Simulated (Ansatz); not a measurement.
Problem. Name a neutral molecule of C, Ga, O, Si and H with HOMO energy (B3LYP/def2-TZVPP) between -8.10 and -7.80 eV and size of the dipole moment (ωB97M-V/def2-TZVPP) between 1.75 and 2.05 D (Ansatz, PBE0-D4/def2-TZVP geometry).

Solution. `[OH][GaH][CH2][SiH3]` (-7.84 eV, 1.99 D). Other molecules can fit too; these were computed, each in one conformer that needn't be the lowest.

B3LYP here is the variant with VWN-RPA as its local correlation; programs differ in this.
